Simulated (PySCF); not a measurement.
## Field gradients at the hydrogen positions

C8H14O2.
Numbering: `[CH3:1][CH2:2]/[C:3]([CH3:4])=[C:5](/[CH3:6])[O:7][C:8]([CH3:9])=[O:10]` (hydrogens: H11, H12, H13 on C1; H14, H15 on C2; H16, H17, H18 on C4; H19, H20, H21 on C6; H22, H23, H24 on C9)

Geometry (PBE0-D3(BJ)/def2-SVP, Å), atoms numbered from 1 in this order:
```xyz
24
C8H14O2 angstrom
C     -2.2463    1.3919   -0.4194
C     -1.4373    0.6130   -1.4556
C     -1.0577   -0.7579   -0.9677
C     -2.1417   -1.8042   -0.9384
C      0.1764   -1.0235   -0.5188
C      0.6870   -2.3009    0.0485
O      1.1570   -0.0292   -0.5953
C      1.4188    0.6845    0.5194
C      2.4822    1.7084    0.2542
O      0.8484    0.5191    1.5622
H     -2.5318    2.3849   -0.7997
H     -3.1730    0.8611   -0.1490
H     -1.6629    1.5268    0.5041
H     -0.5316    1.1773   -1.7214
H     -2.0280    0.5096   -2.3829
H     -3.0760   -1.4062   -1.3597
H     -1.8728   -2.6945   -1.5292
H     -2.3650   -2.1442    0.0854
H     -0.0570   -3.1037   -0.0171
H      1.5971   -2.6209   -0.4845
H      0.9518   -2.1602    1.1096
H      2.8529    2.1088    1.2043
H      3.3004    1.2750   -0.3362
H      2.0470    2.5280   -0.3384
```

Level: PBE0/pcSseg-1 (PySCF, non-relativistic); Q(2H) = 0.00286 b; rigid geometry, the same for H and D, with no vibrational averaging.

Tabulate Vzz, the asymmetry η and χzz = 234.96 MHz × Q × Vzz for every hydrogen position.

```json
{"atom": "H11", "bonded to": "C1", "bond length (Å)": "1.101", "Vzz (au)": "0.2928", "η": "0.02", "χzz (kHz)": "197"}
{"atom": "H12", "bonded to": "C1", "bond length (Å)": "1.102", "Vzz (au)": "0.2908", "η": "0.03", "χzz (kHz)": "195"}
{"atom": "H13", "bonded to": "C1", "bond length (Å)": "1.101", "Vzz (au)": "0.2868", "η": "0.03", "χzz (kHz)": "193"}
{"atom": "H14", "bonded to": "C2", "bond length (Å)": "1.100", "Vzz (au)": "0.2875", "η": "0.01", "χzz (kHz)": "193"}
{"atom": "H15", "bonded to": "C2", "bond length (Å)": "1.104", "Vzz (au)": "0.2834", "η": "0.02", "χzz (kHz)": "190"}
{"atom": "H16", "bonded to": "C4", "bond length (Å)": "1.099", "Vzz (au)": "0.2925", "η": "0.04", "χzz (kHz)": "197"}
{"atom": "H17", "bonded to": "C4", "bond length (Å)": "1.102", "Vzz (au)": "0.2909", "η": "0.02", "χzz (kHz)": "195"}
{"atom": "H18", "bonded to": "C4", "bond length (Å)": "1.102", "Vzz (au)": "0.2900", "η": "0.02", "χzz (kHz)": "195"}
{"atom": "H19", "bonded to": "C6", "bond length (Å)": "1.096", "Vzz (au)": "0.2971", "η": "0.04", "χzz (kHz)": "200"}
{"atom": "H20", "bonded to": "C6", "bond length (Å)": "1.102", "Vzz (au)": "0.2888", "η": "0.03", "χzz (kHz)": "194"}
{"atom": "H21", "bonded to": "C6", "bond length (Å)": "1.103", "Vzz (au)": "0.2846", "η": "0.02", "χzz (kHz)": "191"}
{"atom": "H22", "bonded to": "C9", "bond length (Å)": "1.096", "Vzz (au)": "0.2957", "η": "0.02", "χzz (kHz)": "199"}
{"atom": "H23", "bonded to": "C9", "bond length (Å)": "1.098", "Vzz (au)": "0.2928", "η": "0.03", "χzz (kHz)": "197"}
{"atom": "H24", "bonded to": "C9", "bond length (Å)": "1.101", "Vzz (au)": "0.2899", "η": "0.04", "χzz (kHz)": "195"}
```

How does χzz go with the bond length over the 14 C–H bonds?

A straight-line fit has a slope of -8.9 kHz for each 0.01 Å, with a correlation coefficient of -0.82, over lengths from 1.096 to 1.104 Å. The longer bonds have the smaller couplings here.

Isolated species at its PBE0-D3(BJ)/def2-SVP geometry (one conformer only). These gradients aren't converged with respect to the basis.

These values come from a run that also computed NMR shieldings. On one thread, Arm Neoverse V1, no GPU (shared host), this took 89 s wall.
